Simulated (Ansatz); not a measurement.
Born–Oppenheimer molecular dynamics of ClF3H3NZr (9 atoms, charge 0, multiplicity 1). It starts at the highest image of a converged band, a first-order saddle point between two minima.

These are results of Ansatz, RKS PBE0-D4/def2-SVP, not measurements.

```
ensemble                      : NVE (velocity Verlet)
time step                     : 0.5 fs
steps asked                   : 200
starting velocities drawn for : 300 K
seed                          : 8401
```

First frame:

```xyz
9
Properties=species:S:1:pos:R:3
Zr -0.324 0.065 -0.278
Cl -0.131 1.144 2.214
N 1.653 -0.217 -0.310
H 2.144 -0.901 -0.882
H 2.326 0.345 0.208
F -0.815 1.764 -0.975
F -0.860 -1.188 -1.593
F -1.395 -0.922 1.246
H -0.955 -0.089 2.012
```

What does the run give?

The run went to its last step.

```
steps done                                               : 200
time covered                                             : 100 fs
mean temperature over the second half                    : 321 K
spread of the potential energy over the second half      : 5.1 meV per atom
mean potential energy of the second half above the start : -2.1 meV per atom
```

The conserved energy stayed within 0.093 meV per atom of its start (net change -0.032 meV per atom), so the integration is sound. A run of 0.1 ps of so small a system gives no equilibrium averages. The orbitals stay closed-shell, which can raise the energy where a bond breaks towards radicals; this wasn't checked here.

What happens to the structure?

Between its relaxed ends the band would form Cl2–H9 and break F8–H9. These pairs go: Cl2–H9 1.50 → 2.40 Å, F8–H9 1.21 → 0.94 Å. In the last frame they stand as before the step (other bonds may differ from the relaxed reactants and products). Also parted: Zr1–H9 2.38 → 2.77 Å. It ends as one piece, ClF3H3NZr. Pairs count as bonded within 1.25 times the sum of covalent radii (0.12 Å more for H–H). The details hang on the random start.

How do temperature and energy run in time?


| time (fs) | T (K) | potential energy less start (eV) | conserved less start (meV/atom) |
| --- | --- | --- | --- |
| 0 | 300 | 0.000 | 0.00 |
| 3 | 255 | 0.041 | 0.06 |
| 6 | 222 | 0.071 | 0.06 |
| 9 | 227 | 0.066 | 0.01 |
| 12 | 214 | 0.078 | 0.05 |
| 15 | 190 | 0.100 | 0.05 |
| 18 | 187 | 0.102 | 0.03 |
| 21 | 209 | 0.083 | 0.05 |
| 24 | 209 | 0.082 | 0.03 |
| 27 | 192 | 0.098 | 0.02 |
| 30 | 173 | 0.116 | 0.07 |
| 33 | 204 | 0.087 | 0.04 |
| 36 | 228 | 0.065 | 0.01 |
| 39 | 212 | 0.081 | 0.08 |
| 42 | 276 | 0.022 | 0.03 |
| 45 | 321 | -0.018 | 0.02 |
| 48 | 321 | -0.019 | 0.05 |
| 51 | 325 | -0.022 | 0.04 |
| 54 | 361 | -0.055 | 0.02 |
| 57 | 364 | -0.057 | 0.06 |
| 60 | 356 | -0.050 | 0.04 |
| 63 | 378 | -0.070 | 0.01 |
| 66 | 379 | -0.071 | 0.07 |
| 69 | 402 | -0.093 | 0.00 |
| 72 | 362 | -0.056 | 0.02 |
| 75 | 325 | -0.021 | 0.08 |
| 78 | 339 | -0.035 | -0.01 |
| 81 | 288 | 0.011 | 0.03 |
| 84 | 233 | 0.061 | 0.09 |
| 87 | 277 | 0.021 | -0.01 |
| 90 | 284 | 0.015 | 0.02 |
| 93 | 252 | 0.045 | 0.09 |
| 96 | 270 | 0.027 | -0.01 |
| 99 | 267 | 0.030 | 0.01 |

Run time: 7.3 min on 4 threads of Arm Neoverse V2, on a shared host, peak memory 0.31 GiB.
